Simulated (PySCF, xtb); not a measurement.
Pb(NH2)(SiH3) (H5NPbSi), SMILES [Pb]([SiH3])[NH2] (connectivity only; charge and spin as stated), neutral, multiplicity 1. The values are those of a single conformer.

Harmonic wavenumbers (cm⁻¹) from GFN2-xTB in xtb at its own minimum, in rising order: 7, 109, 276, 320, 391, 442, 499, 577, 579, 841, 853, 860, 1566, 2180, 2196, 2234, 3493, 3513.

Task: What does PBE0-D3(BJ)/def2-SVP in PySCF give at its own minimum? (An estimate is asked for; the answer gives what the named calculation found.)

Result: 34, 116, 243, 318, 366, 407, 505, 557, 641, 840, 932, 935, 1502, 2169, 2185, 2186, 3574, 3697. Paired by order, the mean absolute difference is 43 cm⁻¹ and the zero-point energies are 29.9 and 30.3 kcal/mol.
